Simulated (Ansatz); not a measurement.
This triplet is an excited state, 1.87 eV above the relaxed singlet at the level frozen-core CCSD(T)/cc-pVTZ // B3LYP-D3(BJ)/def2-TZVP (Ansatz, a quantum-chemistry and plane-wave program).

Species: CH3FSi, SMILES `C[Si]F` (excited triplet) (charge 0, multiplicity 3).

Task: Give a relaxed geometry from Ansatz with B3LYP-D3(BJ)/def2-TZVP.

Result: the end point of this relaxation (outside a Z-matrix the atoms follow the SMILES, hydrogens last).
Z-matrix (Å, degrees):
```
C
H 1 1.0897
H 1 1.0908 2 109.48
H 1 1.0908 2 109.48 3 -121.06
Si 1 1.9055 2 108.34 4 -119.46
F 5 1.6215 1 113.27 2 179.92
```
